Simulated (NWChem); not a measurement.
System: C5H5N; SMILES C=C=C(C)C#N

Here is an NWChem input.

```
start job
memory heap 200 mb stack 900 mb global 1100 mb
geometry units angstroms noautosym nocenter noautoz
  C      0.847868    -2.274154     0.000000
  C      0.271129    -1.105439     0.000000
  C     -0.322675     0.075055     0.000000
  C     -1.819881     0.262276     0.000000
  C      0.494986     1.255665     0.000000
  N      1.120155     2.232734     0.000000
  H      1.102267    -2.780828    -0.937692
  H      1.102267    -2.780828     0.937692
  H     -2.136886     0.829539    -0.888526
  H     -2.136886     0.829539     0.888526
  H     -2.328309    -0.710141     0.000000
end
basis spherical
  C library 6-31g*
  N library 6-31g*
  H library 6-31g*
end
dft
  xc b3lyp
  iterations 150
end
cosmo
  do_cosmo_smd true
  solvent propnol2
end
task dft energy
```

Parts of the log:

```
             Northwest Computational Chemistry Package (NWChem) 7.3.0
             --------------------------------------------------------

                             Geometry "geometry" -> ""
                             -------------------------

 Output coordinates in angstroms (scale by  1.889725989 to convert to a.u.)

  No.       Tag          Charge          X              Y              Z
 ---- ---------------- ---------- -------------- -------------- --------------
    1 C                    6.0000     0.84786800    -2.27415400     0.00000000
    2 C                    6.0000     0.27112900    -1.10543900     0.00000000
    3 C                    6.0000    -0.32267500     0.07505500     0.00000000
    4 C                    6.0000    -1.81988100     0.26227600     0.00000000
    5 C                    6.0000     0.49498600     1.25566500     0.00000000
    6 N                    7.0000     1.12015500     2.23273400     0.00000000
    7 H                    1.0000     1.10226700    -2.78082800    -0.93769200
    8 H                    1.0000     1.10226700    -2.78082800     0.93769200
    9 H                    1.0000    -2.13688600     0.82953900    -0.88852600
   10 H                    1.0000    -2.13688600     0.82953900     0.88852600
   11 H                    1.0000    -2.32830900    -0.71014100     0.00000000

 Effective nuclear repulsion energy (a.u.)     182.9856255929

                                 NWChem DFT Module
                                 -----------------

 Summary of "ao basis" -> "ao basis" (spherical)
 ------------------------------------------------------------------------------
       Tag                 Description            Shells   Functions and Types
 ---------------- ------------------------------  ------  ---------------------
 C                           6-31g*                  6       14   3s2p1d
 N                           6-31g*                  6       14   3s2p1d
 H                           6-31g*                  2        2   2s

 in cosmo_initialize ...
 calling solv_data for solv:propnol2

 solvent parameters
 solvname_short: propnol2
 solvname_long:  2-propanol
 dielec:       19.2640
 dielecinf:     1.8978
 nonaqueous SMD model solvent descriptors
 dielec:       19.2640
 sola:          0.3300
 solb:          0.5600
 solc:          0.0000
 solg:         30.1300
 solh:          0.0000
 soln:          1.3776

[...]

                                COSMO-SMD solvation results
                                ---------------------------

             internal energy in gas <Psi(g)|H|Psi(g)> =      -248.210977101186
         internal energy in solvent <Psi(s)|H|Psi(s)> =      -248.208691977339
                               delta internal energy  =         0.002285123847 (    1.43 kcal/mol)
   total free energy in solvent <Psi(s)|H+V/2|Psi(s)> =      -248.221564652390
 polarization energy contribution <Psi(s)|V/2|Psi(s)> =        -0.012872675051 (   -8.08 kcal/mol)
    total free energy in solvent including G(SMD-CDS) =      -248.218307211306
                       G(SMD-CDS) energy contribution =         0.003257441083 (    2.04 kcal/mol)
     1 M fixed-concentration free energy of solvation =        -0.007330110121 (   -4.60 kcal/mol)

                       DFT Final Molecular Orbital Analysis
                       ------------------------------------

 Vector   19  Occ=2.000000D+00  E=-3.426299D-01
              MO Center=  6.0D-01,  1.6D+00,  1.8D-10, r^2= 2.0D+00
   Bfn.  Coefficient  Atom+Function         Bfn.  Coefficient  Atom+Function
  ----- ------------  ---------------      ----- ------------  ---------------
    73      0.362309   6 N  px               59      0.331619   5 C  px
    74     -0.263531   6 N  py               77      0.217102   6 N  px
    63      0.182853   5 C  px               60     -0.176208   5 C  py
    78     -0.160280   6 N  py               45      0.158656   4 C  px
    31     -0.127498   3 C  px               64     -0.108919   5 C  py

 Vector   20  Occ=2.000000D+00  E=-2.887408D-01
              MO Center=  4.7D-01, -1.5D+00,  8.2D-11, r^2= 2.1D+00
   Bfn.  Coefficient  Atom+Function         Bfn.  Coefficient  Atom+Function
  ----- ------------  ---------------      ----- ------------  ---------------
     3      0.364819   1 C  px               17      0.351482   2 C  px
     7      0.254619   1 C  px               21      0.192272   2 C  px
     4      0.184209   1 C  py               18      0.165901   2 C  py
    22      0.144838   2 C  py                8      0.141119   1 C  py
    45      0.121411   4 C  px               60      0.104713   5 C  py

 Vector   21  Occ=2.000000D+00  E=-2.667360D-01
              MO Center=  1.1D-01, -7.2D-02,  1.1D-09, r^2= 3.6D+00
   Bfn.  Coefficient  Atom+Function         Bfn.  Coefficient  Atom+Function
  ----- ------------  ---------------      ----- ------------  ---------------
    33      0.363863   3 C  pz               19      0.337195   2 C  pz
    75     -0.267225   6 N  pz               37      0.252402   3 C  pz
    23      0.228508   2 C  pz               79     -0.191336   6 N  pz
    47     -0.115660   4 C  pz               90      0.111002   9 H  s
    92     -0.111002  10 H  s                86      0.109623   7 H  s

 Vector   22  Occ=0.000000D+00  E=-3.580634D-02
              MO Center=  4.0D-01, -1.2D-01, -3.6D-10, r^2= 4.0D+00
   Bfn.  Coefficient  Atom+Function         Bfn.  Coefficient  Atom+Function
  ----- ------------  ---------------      ----- ------------  ---------------
    23      0.438205   2 C  pz               19      0.428008   2 C  pz
    37     -0.330382   3 C  pz               79      0.318735   6 N  pz
    75      0.291365   6 N  pz               86      0.290069   7 H  s
    88     -0.290069   8 H  s                33     -0.277348   3 C  pz
    65     -0.235411   5 C  pz               61     -0.231554   5 C  pz

[...]
```

Level: B3LYP/6-31G* (spherical d), SMD on the gas-phase geometry. Coordinates come from a PBE0/def2-SVP optimisation. Solvent: 2-propanol.
